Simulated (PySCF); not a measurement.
Cartesian coordinates (Å):
```xyz
9

Mo    -0.0939     0.0283    -0.0691
F     -0.6891     0.5828     1.6199
F      0.2530     1.7043    -0.7578
F      1.5817    -0.0099     0.7493
F     -1.8900     0.1782    -0.5491
F     -0.2984    -1.7847     0.2041
N      0.5328    -0.5542    -1.8219
H      0.8487     0.0849    -2.5637
H      0.5918    -1.5379    -2.1172
```
Charge 0, spin multiplicity 1.

Problem. What dipole moment, LUMO and HOMO does TPSSh-D3(BJ)/def2-TZVP // BP86-D3(BJ)/def2-SVP (PySCF) give?

Solution. 
- dipole moment: 4.14 D
- LUMO: -5.49 eV
- HOMO: -8.70 eV
